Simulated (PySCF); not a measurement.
Compound: C6H12NOP.
Atom-mapped SMILES: `[CH3:1][NH:2][P:3]1[CH2:4][CH2:5][C:6](=[O:7])[CH2:8][CH2:9]1` (hydrogens: H10, H11, H12 on C1; H13 on N2; H14, H15 on C4; H16, H17 on C5; H18, H19 on C8; H20, H21 on C9)

The calculation used PBE0-D3(BJ)/def2-SVP geometry optimisation, gas phase (PySCF).

What internal coordinates does the optimisation give?

```
                   bond  length (Å)
                  C1–N2       1.449
                  N2–P3       1.758
           P3–C4, P3–C9       1.856
           C4–C5, C8–C9       1.529
           C5–C6, C6–C8       1.514
                  C6=O7       1.209
 C1–H10, C1–H11, C1–H12       1.104
                 N2–H13       1.019
C4–H14 and 3 like bonds       1.103
C5–H16 and 3 like bonds       1.102
```

Bonds in one row agree within 0.01 Å and their mean is given. A selection of angles:
```
    angle  degrees
 C1–N2–P3    115.7
 N2–P3–C4     99.0
 N2–P3–C9     97.6
 C4–P3–C9     96.7
 P3–C4–C5    115.2
 C4–C5–C6    113.6
 C5–C6–O7    122.1
 C5–C6–C8    116.2
H13–N2–C1    110.6
H13–N2–P3    109.2
```

Torsions: C1–N2–P3–C4 -83° (synclinal); N2–P3–C4–C5 -49° (synclinal); P3–C4–C5–C6 -58° (synclinal); C4–C5–C6–O7 -126° (anticlinal); C5–C6–C8–C9 -54° (synclinal); C6–C8–C9–P3 55° (synclinal); N2–P3–C9–C8 51° (synclinal). The mirror-image conformer, all signs reversed, is as good.

N2 (nitrogen bonded to C, P and H) is pyramidal (angles 115.7°, 110.6° and 109.2°, sum 335.5°, 0.39 Å off the plane of its three neighbours). P3 (three-coordinate phosphorus) is pyramidal (angles 99.0°, 97.6° and 96.7°, sum 293.3°, 0.90 Å off the plane of its three neighbours). Of the pairs four or more bonds apart, N2···H16 is among the closest relative to their van der Waals radii: 2.61 Å, 95 % of the sum of Bondi's values. The 6-membered ring P3–C4–C5–C6–C8–C9 has internal angles of 96.7° to 116.2°; it is puckered, 0.24 Å rms from its mean plane, widest ring torsion 58°.

Point group: C1 (no symmetry element, even within 0.4 Å). No frequency check. The numbers are those of one conformer.

Time: 2.8 min wall; peak memory 0.89 GiB. Hardware: Arm Neoverse V2, one thread, no GPU, on a shared host. These figures are those of the optimisation.
